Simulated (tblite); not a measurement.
Run record: tight-binding relaxation, `[N]([Si@@H](CC)O)C` [radical].

Computed with GFN2-xTB geometry optimisation, gas phase (tblite 0.8.0). Start geometry: from a force field or distance geometry. A driver script takes a list of jobs; this job's settings line and coordinates (Å) are shown.

Command:
```bash
OMP_NUM_THREADS=1 python probes_run.py task.json out
```

Input:
```
{"job": {"kind": "relax", "xc": "GFN2-xTB", "basis": "xTB"}, "charge": 0, "multiplicity": 2}
C     -1.902500    -0.601200    -0.485500
C     -1.106100     0.695100    -0.434100
Si     0.267600     0.745500     0.853100
O     -0.274800     0.448000     2.382900
N      1.413300    -0.558100     0.668700
C      2.158600    -0.500600    -0.587100
H     -1.279200    -1.454700    -0.739100
H     -2.682100    -0.514200    -1.247600
H     -2.398000    -0.810500     0.472900
H     -0.672200     0.875900    -1.409500
H     -1.792900     1.519300    -0.231500
H      0.951700     2.052500     0.833000
H      0.135000    -0.382200     2.707400
H      2.894300    -1.322000    -0.629300
H      1.532800    -0.605700    -1.475400
H      2.747000     0.421700    -0.690300
```

Output:
```
step      E/eV     max force
  0    -550.03638    2.573
  1    -550.19090    1.380
  2    -550.24404    0.675
  3    -550.26263    0.473
  4    -550.28352    0.367
  5    -550.29521    0.382
  6    -550.30970    0.386
  7    -550.32261    0.373
  8    -550.33957    0.411
  9    -550.35546    0.406
... (52 lines left out)
 62    -550.41448    0.031
 63    -550.41453    0.021
 64    -550.41459    0.016
 65    -550.41466    0.014
 66    -550.41471    0.013
 67    -550.41473    0.014
 68    -550.41475    0.014
 69    -550.41477    0.013
 70    -550.41480    0.013
 71    -550.41482    0.009
```

«max force» is the largest atomic force in eV/Å.

Q: From which step on does the largest force stay under 0.1 eV/Å, and how much energy is left to gain from there?

A: From step 20 (0.062 eV/Å), 16.0 meV above the end.

Main results: energy lowered by 8.7 kcal/mol over 71 steps; largest atomic force 0.009 eV/Å at the end.

Q: Give the final coordinates.

A: 0.198 Å rms from the input after alignment:
```
atom  x, y, z in Å
C1    -1.8593   -0.5912   -0.4167
C2    -1.1190    0.7267   -0.4212
Si3    0.3396    0.7875    0.8847
O4    -0.2565    0.4554    2.3612
N5     1.3460   -0.4458    0.3751
C6     2.2568   -0.5518   -0.6869
H7    -1.1957   -1.4089   -0.6861
H8    -2.6831   -0.5664   -1.1323
H9    -2.2741   -0.7936    0.5681
H10   -0.7038    0.9324   -1.4048
H11   -1.7925    1.5389   -0.1576
H12    0.6814    2.2030    1.0093
H13   -0.2423   -0.4462    2.6699
H14    2.8811   -1.4358   -0.5206
H15    1.7179   -0.7234   -1.6289
H16    2.8959    0.3281   -0.8248
```

The run took 0.81 s wall on AMD EPYC, one thread, on a shared host.
Labels such as C1 count atoms from 1, the log's own numbers from 0.
